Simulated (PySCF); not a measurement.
[Cu(H2O)6]2+ holds Cu(II), d9, at total charge +2. The structure is a PBE0-D3(BJ)/def2-SVP, IEF-PCM water geometry optimised for multiplicity 2; coordination octahedral, point group C1, metal–donor distances 2.01–2.21 Å.

```
19

Cu    0.000    0.000    0.000
O     0.037   -0.090    2.211
H     0.768    0.392    2.621
H    -0.755    0.233    2.663
O    -0.006   -0.093   -2.204
H     0.746   -0.033   -2.806
H    -0.787   -0.187   -2.763
O     2.013    0.059    0.006
H     2.335    0.897   -0.360
H     2.448   -0.636   -0.512
O    -2.012   -0.052   -0.033
H    -2.465    0.620    0.499
H    -2.344   -0.907    0.283
O     0.059    2.015   -0.043
H    -0.278    2.455    0.753
H    -0.433    2.399   -0.785
O    -0.053   -2.014   -0.045
H     0.440   -2.455    0.664
H     0.295   -2.368   -0.879
```

Method (PySCF 2.14, density fitting): CASSCF(9,5) with orbitals averaged over all microstates of the shell, strongly contracted NEVPT2 on the averaged canonical orbitals; basis x2c-TZVPall on the metal, x2c-SVPall elsewhere; spin-free X2C; IEF-PCM water; spin-orbit coupling by state interaction with the mean-field operator over all roots.

Task: What is the ground state?

Result: 2Eg-like (S = 1/2, orbital degeneracy 1), with 6.0 electrons in the lower (t2g-type) set and 3.0 in the upper (eg-type) set, by NEVPT2.

Task: Where do the spin-allowed transitions within the shell lie?

Result: By NEVPT2: 2Eg-like at 4628 cm⁻¹; 2T2g-like at 10048 cm⁻¹ (995 nm); 2T2g-like at 10509 cm⁻¹ (952 nm); 2T2g-like at 10876 cm⁻¹ (919 nm). The strongest, at 4628 cm⁻¹, has f = 3.0e-08.

Task: What ligand-field parameters describe the result?

Result: At NEVPT2 level: orbital energies 0, 367, 828, 6248, 10876 cm⁻¹; 10Dq = 8163 cm⁻¹ (difference of the means of the two sets); ζ = 808 cm⁻¹ (free ion 818).

Task: What are the magnetic parameters?

Result: The ground doublet has g = 2.111, 2.128, 2.563. μeff is 2.03 μB at 300 K and 1.97 μB at 10 K; the spin-only value is 1.73 μB.

NEVPT2 lifts 2T2g-like from 7423 to 10048 cm⁻¹; on the d shell alone it tends to overshoot states that fill the eg-type orbitals.

The job took 15 s on one thread of Arm Neoverse V2 (shared host), with 192 basis functions and a peak of 0.91 GiB, launched as `OMP_NUM_THREADS=1 python lf_run.py task.json out`.
